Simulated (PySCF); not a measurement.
**Dipole moment and polarisability of `C=Cc1ccc(F)cc1`**

Compound: C₈H₇F.
Numbering: `[CH2:1]=[CH:2][c:3]1[cH:4][cH:5][c:6]([F:7])[cH:8][cH:9]1` (hydrogens: H10, H11 on C1; H12 on C2; H13 on C4; H14 on C5; H15 on C8; H16 on C9)

Geometry (GFN2-xTB, Å), atoms numbered from 1 in this order:
```xyz
16
C8H7F angstrom
C      2.1949   -1.8104    0.3185
C      1.7741   -0.6945   -0.2650
C      0.4578   -0.0805   -0.1340
C      0.1933    1.1004   -0.8319
C     -1.0349    1.7263   -0.7476
C     -2.0139    1.1594    0.0475
F     -3.2189    1.7618    0.1373
C     -1.7904   -0.0094    0.7534
C     -0.5569   -0.6217    0.6579
H      3.1915   -2.1826    0.1545
H      1.5782   -2.3982    0.9764
H      2.4549   -0.1574   -0.9143
H      0.9652    1.5341   -1.4508
H     -1.2420    2.6384   -1.2853
H     -2.5772   -0.4241    1.3639
H     -0.3831   -1.5326    1.2080
```

Level: PBE0/def2-SVPD (PySCF), static field, nuclei fixed, core orbitals frozen in the response. The polarisability tensor in these axes (au):

```
x   117.69 -29.00  -6.86
y   -29.00 100.38 -19.73
z    -6.86 -19.73  70.09
```

**Question.** What are the eigenvalues, a third of the trace, and Δα (Δα² = ½Σ(αi − αj)² over the three pairs)?

**Answer.** Principal values 53.76, 94.48 and 139.91 au; mean 96.05 au = 14.23 Å³ = 15.84 × 10⁻⁴⁰ C²·m²/J; Δα = 74.65 au (78 % of the mean).

**Question.** What is the dipole moment, and where does it point?

**Answer.** (1.27, -0.62, -0.11) D, 1.42 D in size, pointing from the negative to the positive side. Measured along this direction, the outermost atoms are F7 at the negative end and H10 at the positive end.

**Question.** Traceless (Buckingham) quadrupole moment about the centre of nuclear charge: eigenvalues?

**Answer.** -6.42, -4.15, 10.58 D·Å. The values depend on the origin, since the dipole doesn't vanish. The electronic extent ⟨r²⟩ about the same centre is 1315 bohr², a root-mean-square distance of 2.40 Å for the 64 electrons.

**Question.** Refractivity n − 1 of an ideal gas of it at 350 K and 1 atm, from the electronic α?

**Answer.** N = p/kT = 2.0968 × 10¹⁹ cm⁻³, so n − 1 = 2π × N × 14.23 × 10⁻²⁴ cm³ = 1875 × 10⁻⁶ at long wavelengths.

**Question.** Rayleigh depolarisation ratio (linearly polarised light, static tensor)?

**Answer.** ρ = 3Δα²/(45ᾱ² + 4Δα²) = 16718.1/(415159 + 22290.8) = 0.0382.

**Question.** What molar refraction does this α imply?

**Answer.** Lorentz–Lorenz: R = (4π/3)N_A α = 2.5225 cm³/(mol·Å³) × 14.23 Å³ = 35.9 cm³/mol, in the limit of long wavelengths.

**Question.** How large is μ²/3kT at 400 K beside α?

**Answer.** In Gaussian units μ²/3kT = 12.14 Å³ against 14.23 Å³, a ratio of 0.85; the Debye molar polarisation (4π/3)N_A(α + μ²/3kT) is 66.5 cm³/mol, leaving out the vibrational part.

The structure is a single GFN2-xTB conformer in the gas phase; no vibrational or solvent corrections.

The run behind these numbers computed excited states as well. Hardware: one thread, Arm Neoverse V1, shared host. Cost: 59 s of wall time.
